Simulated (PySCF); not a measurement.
Predicted microwave data (CAM-B3LYP/def2-SVPD in PySCF (dipole) on a GFN2-xTB geometry, gas phase) for one isomer of C5H12SSi:

* Rotational constants: A = 2593, B = 982.8, C = 773.1 MHz
* Dipole components: |μa| = 0.78 D, |μb| = 1.32 D, |μc| = 0.22 D
* Inertial defect: -55.47 u·Å²
* κ: -0.77

Task: Which candidate fits, each taken in the one conformer that was computed?
A. `[CH3:1]/[CH:2]=[CH:3]/[CH2:4][SiH2:5][S:6][CH3:7]` with C2–C3–C4–Si5 107°, C3–C4–Si5–S6 179°, C4–Si5–S6–C7 179°
B. `[CH3:1][S:2]/[CH:3]=[C:4](/[CH3:5])[CH2:6][SiH3:7]` with C1–S2–C3–C4 -171°, C3–C4–C6–Si7 -92°
C. `[CH3:1][SiH2:2][CH2:3][CH:4]1[CH2:5][S:6][CH2:7]1` with C1–Si2–C3–C4 -179°, Si2–C3–C4–C5 -67°, C3–C4–C5–S6 -136°, C4–C5–S6–C7 12°, C5–S6–C7–C4 -12°, C3–C4–C7–S6 136°

Result: B. It is CS/C=C(/C)C[SiH3], an asymmetric top, point group C1. The candidates at the same level (rigid rotor, commonest isotopes):

```json
{"SMILES": "CS/C=C(/C)C[SiH3]", "A (MHz)": "2593", "B (MHz)": "982.8", "C (MHz)": "773.1", "μa (D)": "0.78", "μb (D)": "1.32", "μc (D)": "0.22", "Δ (u·Å²)": "-55.47", "point group": "C1", "rotor": "asymmetric top"}
{"SMILES": "C[SiH2]CC1CSC1", "A (MHz)": "5768", "B (MHz)": "700.0", "C (MHz)": "660.5", "μa (D)": "2.25", "μb (D)": "0.96", "μc (D)": "0.05", "Δ (u·Å²)": "-44.40", "point group": "C1", "rotor": "near-prolate asymmetric top"}
{"SMILES": "C/C=C/C[SiH2]SC", "A (MHz)": "6805", "B (MHz)": "561.7", "C (MHz)": "541.3", "μa (D)": "0.63", "μb (D)": "1.12", "μc (D)": "0.13", "Δ (u·Å²)": "-40.36", "point group": "C1", "rotor": "near-prolate asymmetric top"}
```

`C[SiH2]CC1CSC1` has A 122 % too high; `C/C=C/C[SiH2]SC` has A 162 % too high. No structure here is proved a minimum.
